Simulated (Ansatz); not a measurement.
Ansatz (an electronic-structure program) input:
A basis named .json is the Basis Set Exchange file of that set.

Ansatz 0.2 input:
```yaml
crystal:
  periodic: [false, false, false]
  atoms:
    - {symbol: C, position_ang: [-1.53979150, 0.26545639, 0.27089219]}
    - {symbol: C, position_ang: [-0.62338202, -0.98154047, 0.20237947]}
    - {symbol: C, position_ang: [0.59707019, -0.03733106, 0.27862315]}
    - {symbol: C, position_ang: [-0.32373306, 1.12397970, -0.15764146]}
    - {symbol: N, position_ang: [1.71320044, -0.34677875, -0.60216196]}
    - {symbol: H, position_ang: [-1.85565850, 0.48487070, 1.29119961]}
    - {symbol: H, position_ang: [-2.41652261, 0.27983329, -0.37473893]}
    - {symbol: H, position_ang: [-0.66443027, -1.45559828, -0.77908749]}
    - {symbol: H, position_ang: [-0.72968169, -1.74198353, 0.97616781]}
    - {symbol: H, position_ang: [0.89113256, 0.10039388, 1.32883462]}
    - {symbol: H, position_ang: [-0.18380706, 2.09367149, 0.32031273]}
    - {symbol: H, position_ang: [-0.28014244, 1.24464730, -1.24079997]}
    - {symbol: H, position_ang: [2.17970751, -1.19598411, -0.30018422]}
    - {symbol: H, position_ang: [2.40601783, 0.39421310, -0.57209056]}
basis:
  gaussian:
    orbitals: aug-cc-pVQZ
    fitting: {mean_field: def2-universal-jkfit, correlation: aug-cc-pVQZ-RIFIT.json}
total_charge: 1
magnetization: {spin_polarized: true, initial_magnetization: 1}
correlation: {method: mp2, electrons: outside_noble_gas}
```

Task: What final total energy does it print?

Result: -211.82385 Eh (RI-MP2/aug-cc-pVQZ). The basis has 814 functions.

This state (charge 1, doublet) is run at the relaxed geometry of the species with charge 0 and multiplicity 1.
